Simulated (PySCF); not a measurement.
Ga(H)(Br)(Et), SMILES C[CH2][GaH][Br] (C2H6BrGa) (B3LYP/def2-SVP optimised geometry):

```
10

Ga     0.253     0.675     0.000
H     -0.386     2.109     0.000
Br     2.584     0.675     0.000
C     -0.624    -1.103    -0.004
C     -2.156    -1.086     0.030
H     -0.207    -1.658     0.856
H     -0.247    -1.630    -0.898
H     -2.584    -0.555    -0.836
H     -2.544    -0.590     0.936
H     -2.571    -2.109     0.020
```

Computed with B3LYP/def2-TZVP run with PySCF.

Task: What are the frontier orbital energies and the dipole moment?

Result: HOMO-2 -8.27 eV, HOMO-1 -8.02 eV, HOMO -7.42 eV, LUMO -1.75 eV, LUMO+1 -0.36 eV; dipole moment 2.71 D.

On the same geometry PBE/def2-TZVP in PySCF gives HOMO-2 -7.26 eV, HOMO-1 -7.05 eV, HOMO -6.43 eV, LUMO -2.26 eV, LUMO+1 -0.93 eV; dipole moment 2.64 D.

Meta-Löwdin charges at B3LYP/def2-TZVP: Ga1 0.50, H2 -0.07, Br3 -0.29, C4 -0.39, C5 -0.31, H6 0.12, H7 0.12, H8 0.10, H9 0.10, H10 0.11.
